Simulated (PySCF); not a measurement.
Constitutional and geometric isomers with formula C4H3N. Gas-phase values, no solvent. Strings in code marks are SMILES.

The HOMO from two functionals at the same geometries (B3LYP-D3(BJ)/def2-TZVP), both in PySCF: PBE-D3(BJ)/def2-TZVP and M06-2X/def2-TZVP. 

```
species       M06-2X/def2-TZVP (eV)
------------  ---------------------
`C#CNC#C`                     -7.62
`N#CC1C=C1`                   -9.79
`C#CC#CN`                     -7.41
`C#CN=C=C`                    -8.09
`C(C=C=N)#C`                  -7.67
`C=C=C=C=N`                   -7.51
```

Question: What does PBE-D3(BJ)/def2-TZVP give for each?

Answer: 
- `C#CNC#C`: -5.33
- `N#CC1C=C1`: -7.33
- `C#CC#CN`: -5.17
- `C#CN=C=C`: -5.79
- `C(C=C=N)#C`: -5.48
- `C=C=C=C=N`: -5.44
Over these rows, drawn at random from the members with no instability flagged (it was tested for open shells, ions and some series alone), PBE minus M06-2X: mean +2.26 eV, from +2.07 eV to +2.46 eV.
